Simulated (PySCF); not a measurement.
HI, charge +1, doublet, geometry from GFN2-xTB (a state made from the parent by changing its charge; the spin is typed, not shown lowest) (all electrons, no relativity), with bond 1-2 at 1.3 times its length; PBE/6-311G** run with PySCF.

PySCF was given this input:
```python
from pyscf import gto, scf, dft

mol = gto.M(
    atom='''
I     0.00000000    0.00000000   -0.51662629
H     0.00000000    0.00000000    1.59192986
''',
    basis='6-311g**',
    charge=1,
    spin=1,
    verbose=4,
)

mf = dft.UKS(mol)
mf.xc = 'pbe'
mf.diis_space = 2
mf.kernel()
```

Q: What does PySCF print? Leave out banner, timings and long lists.

A: 
```
PySCF version 2.14.0

[INPUT] verbose = 4
[INPUT] num. atoms = 2
[INPUT] num. electrons = 53
[INPUT] charge = 1
[INPUT] spin (= nelec alpha-beta = 2S) = 1
[INPUT] symmetry False subgroup None
[INPUT] Mole.unit = angstrom
[INPUT] Symbol           X                Y                Z      unit          X                Y                Z       unit  Magmom
[INPUT]  1 I      0.000000000000   0.000000000000  -0.516626290000 AA    0.000000000000   0.000000000000  -0.976282196850 Bohr   0.0
[INPUT]  2 H      0.000000000000   0.000000000000   1.591929860000 AA    0.000000000000   0.000000000000   3.008311444917 Bohr   0.0

nuclear repulsion = 13.3012308819758
number of shells = 28
number of NR pGTOs = 94
number of NR cGTOs = 68
basis = 6-311g**
ecp = {}

******** <class 'pyscf.dft.uks.UKS'> ********
method = UKS
initial guess = minao
damping factor = 0
level_shift factor = 0
DIIS = <class 'pyscf.scf.diis.CDIIS'>
diis_start_cycle = 1
diis_space = 2
diis_damp = 0
SCF conv_tol = 1e-09
SCF conv_tol_grad = None
SCF max_cycles = 50
direct_scf = True
direct_scf_tol = 1e-13
number electrons alpha = 27  beta = 26
XC library pyscf.dft.libxc version 7.1.2
    S. Lehtola, C. Steigemann, M. J. T. Oliveira, and M. A. L. Marques,  SoftwareX 7, 1–5 (2018)
XC functionals = pbe
    J. P. Perdew, K. Burke, and M. Ernzerhof,  Phys. Rev. Lett. 77, 3865 (1996)
    J. P. Perdew, K. Burke, and M. Ernzerhof,  Phys. Rev. Lett. 78, 1396 (1997)
    J. P. Perdew, K. Burke, and M. Ernzerhof,  Phys. Rev. Lett. 77, 3865 (1996)
    J. P. Perdew, K. Burke, and M. Ernzerhof,  Phys. Rev. Lett. 78, 1396 (1997)
radial grids:
    Treutler-Ahlrichs [JCP 102, 346 (1995); DOI:10.1063/1.469408] (M4) radial grids

becke partition: Becke, JCP 88, 2547 (1988); DOI:10.1063/1.454033
pruning grids: <function nwchem_prune>
grids dens level: 3
symmetrized grids: False
atomic radii adjust function: <function treutler_atomic_radii_adjust>
small_rho_cutoff = 0
Set gradient conv threshold to 3.16228e-05
tot grids = 31768
init E= -6881.81788962264

cycle= 1 E= -6918.79899339265  delta_E=  -37  |g|= 5.13  |ddm|= 2.07
cycle= 2 E= -6918.8635749246  delta_E= -0.0646  |g|= 1.98  |ddm|= 1.73
cycle= 3 E= -6918.9499528817  delta_E= -0.0864  |g|= 0.834  |ddm|= 1.64
cycle= 4 E= -6918.99704129179  delta_E= -0.0471  |g|= 0.334  |ddm|= 1.41
cycle= 5 E= -6919.01595184014  delta_E= -0.0189  |g|= 0.28  |ddm|= 1.31

cycle= 6 E= -6919.08792355886  delta_E= -0.072  |g|= 0.0857  |ddm|= 1.12
cycle= 7 E= -6919.08926140957  delta_E= -0.00134  |g|= 0.0881  |ddm|= 1.05
cycle= 8 E= -6919.08547497402  delta_E= 0.00379  |g|= 0.0873  |ddm|= 1.05
cycle= 9 E= -6919.08720113078  delta_E= -0.00173  |g|= 0.0743  |ddm|= 0.193
cycle= 10 E= -6919.08836958404  delta_E= -0.00117  |g|= 0.0792  |ddm|= 1.05
cycle= 11 E= -6919.08611805217  delta_E= 0.00225  |g|= 0.0853  |ddm|= 1.05
cycle= 12 E= -6919.08568582136  delta_E= 0.000432  |g|= 0.0891  |ddm|= 0.203
cycle= 13 E= -6919.08833916651  delta_E= -0.00265  |g|= 0.0791  |ddm|= 1.06
cycle= 14 E= -6919.0845284282  delta_E= 0.00381  |g|= 0.0981  |ddm|= 1.05
cycle= 15 E= -6919.08645330709  delta_E= -0.00192  |g|= 0.0875  |ddm|= 0.206
cycle= 16 E= -6919.08831894652  delta_E= -0.00187  |g|= 0.0794  |ddm|= 1.06
cycle= 17 E= -6919.08553345877  delta_E= 0.00279  |g|= 0.0932  |ddm|= 1.05
cycle= 18 E= -6919.08678840491  delta_E= -0.00125  |g|= 0.0856  |ddm|= 0.196
cycle= 19 E= -6919.08833662476  delta_E= -0.00155  |g|= 0.0793  |ddm|= 1.05
cycle= 20 E= -6919.0858968973  delta_E= 0.00244  |g|= 0.0912  |ddm|= 1.05
cycle= 21 E= -6919.0867899842  delta_E= -0.000893  |g|= 0.0855  |ddm|= 0.193
cycle= 22 E= -6919.08834295619  delta_E= -0.00155  |g|= 0.0792  |ddm|= 1.05
cycle= 23 E= -6919.08594655137  delta_E= 0.0024  |g|= 0.091  |ddm|= 1.05
cycle= 24 E= -6919.08675335574  delta_E= -0.000807  |g|= 0.0857  |ddm|= 0.193
cycle= 25 E= -6919.08834452601  delta_E= -0.00159  |g|= 0.0792  |ddm|= 1.05
cycle= 26 E= -6919.08595245796  delta_E= 0.00239  |g|= 0.091  |ddm|= 1.05
cycle= 27 E= -6919.08672919747  delta_E= -0.000777  |g|= 0.0859  |ddm|= 0.193
cycle= 28 E= -6919.08834497522  delta_E= -0.00162  |g|= 0.0792  |ddm|= 1.06
cycle= 29 E= -6919.08594927454  delta_E= 0.0024  |g|= 0.091  |ddm|= 1.05
cycle= 30 E= -6919.08671714576  delta_E= -0.000768  |g|= 0.0859  |ddm|= 0.194
cycle= 31 E= -6919.08834504969  delta_E= -0.00163  |g|= 0.0792  |ddm|= 1.06
cycle= 32 E= -6919.08594608039  delta_E= 0.0024  |g|= 0.091  |ddm|= 1.05
cycle= 33 E= -6919.08671240971  delta_E= -0.000766  |g|= 0.086  |ddm|= 0.194
cycle= 34 E= -6919.08834504232  delta_E= -0.00163  |g|= 0.0792  |ddm|= 1.06
cycle= 35 E= -6919.08594472641  delta_E= 0.0024  |g|= 0.091  |ddm|= 1.05
cycle= 36 E= -6919.08671082679  delta_E= -0.000766  |g|= 0.086  |ddm|= 0.194
cycle= 37 E= -6919.08834503336  delta_E= -0.00163  |g|= 0.0792  |ddm|= 1.06
cycle= 38 E= -6919.08594427706  delta_E= 0.0024  |g|= 0.091  |ddm|= 1.05
cycle= 39 E= -6919.08671035428  delta_E= -0.000766  |g|= 0.086  |ddm|= 0.194
cycle= 40 E= -6919.08834502912  delta_E= -0.00163  |g|= 0.0792  |ddm|= 1.06
cycle= 41 E= -6919.08594415092  delta_E= 0.0024  |g|= 0.091  |ddm|= 1.05
cycle= 42 E= -6919.08671023081  delta_E= -0.000766  |g|= 0.086  |ddm|= 0.194
cycle= 43 E= -6919.08834502769  delta_E= -0.00163  |g|= 0.0792  |ddm|= 1.06
cycle= 44 E= -6919.08594412697  delta_E= 0.0024  |g|= 0.091  |ddm|= 1.05
cycle= 45 E= -6919.08671020291  delta_E= -0.000766  |g|= 0.086  |ddm|= 0.194
cycle= 46 E= -6919.0883450274  delta_E= -0.00163  |g|= 0.0792  |ddm|= 1.06
cycle= 47 E= -6919.08594412645  delta_E= 0.0024  |g|= 0.091  |ddm|= 1.05
cycle= 48 E= -6919.08671019715  delta_E= -0.000766  |g|= 0.086  |ddm|= 0.194
cycle= 49 E= -6919.08834502739  delta_E= -0.00163  |g|= 0.0792  |ddm|= 1.06
cycle= 50 E= -6919.08594412846  delta_E= 0.0024  |g|= 0.091  |ddm|= 1.05
SCF not converged.
SCF energy = -6919.08594412846 after 50 cycles  <S^2> = 0.75629353  2S+1 = 2.0062837
```

Convergence was not reached.
